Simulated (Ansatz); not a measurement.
`O[SiH](O)[SiH2]Cl`, charge 0, multiplicity 1.

Task: Give a relaxed structure at PBE0-D4/def2-TZVP (Ansatz). (Best estimate.)

Result: Ansatz gave: 
```xyz
10

O     0.952    0.973    1.512
Si    0.749    0.028    0.192
O     0.925   -1.543    0.650
Si   -1.422    0.440   -0.586
Cl   -1.689   -0.899   -2.150
H     1.771    0.899    2.006
H     1.751    0.330   -0.873
H     1.055   -2.198   -0.038
H    -1.616    1.806   -1.136
H    -2.476    0.165    0.423
```
This is one stationary point; other conformers may exist.
